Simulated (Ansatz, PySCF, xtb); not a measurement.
Reaction (SMILES): O=C[C@@H]1C[C@H]1F + 6 C (CH4) -> C=O (CH2O) [formaldehyde] + 4 CC (C2H6) + CF (CH3F) [fluoromethane]
Each molecule is optimised on its own at B3LYP-D3(BJ)/def2-TZVP (Ansatz, a quantum-chemistry and plane-wave program), one conformer each, not searched for the lowest. Frequencies are from Ansatz or PySCF.

Quantity: bond separation energy (enthalpy at 298 K, with B3LYP-D3(BJ) rigid-rotor harmonic-oscillator terms), in kJ/mol. Cores are frozen in the correlated levels unless marked. Spin-orbit coupling is left out. Non-relativistic unless marked X2C. CBS marks a two-point X^-3 extrapolation of the correlation energy; Hartree-Fock from the larger set. The bracket is a focal-point correction in the basis named.

| level | program | bond separation energy (kJ/mol) |
|---|---|---|
| GFN1-xTB | xtb | ___ |
| PBE-D4/def2-TZVPD | Ansatz + dftd4 | ___ |
| r2SCAN-D4/def2-TZVPD | Ansatz + dftd4 | ___ |
| PBE0/6-31G* | Ansatz | 8.6 |
| PBE0/def2-SVP | Ansatz | 7.4 |
| PBE0/def2-QZVPP | Ansatz | ___ |
| BHLYP-D4/def2-TZVPD | Ansatz + dftd4 | -5.2 |
| M06-2X/def2-TZVPD | PySCF | 9.5 |
| HSE06/def2-TZVPD | Ansatz | 6.3 |
| wB97M-V/def2-TZVPD | Ansatz | 7.3 |
| PBE-QIDH/def2-TZVPD | Ansatz | 1.4 |
| RPA@PBE/cc-pVTZ | Ansatz | -9.4 |
| CCSD/cc-pVTZ | Ansatz | -4.1 |
| CCSD/cc-pwCVTZ | Ansatz | -3.1 |
| X2C-CCSD(T)/cc-pVTZ-DK | Ansatz | 2.0 |
| RI-MP2/CBS(cc-pVTZ,cc-pVQZ)+[CCSD(T)-MP2]/cc-pVTZ | Ansatz | 0.4 |

Task: Complete the blanks.

Result: 
- GFN1-xTB, bond separation energy (kJ/mol): 9.2
- PBE-D4/def2-TZVPD, bond separation energy (kJ/mol): 17.6
- r2SCAN-D4/def2-TZVPD, bond separation energy (kJ/mol): 23.7
- PBE0/def2-QZVPP, bond separation energy (kJ/mol): 8.5
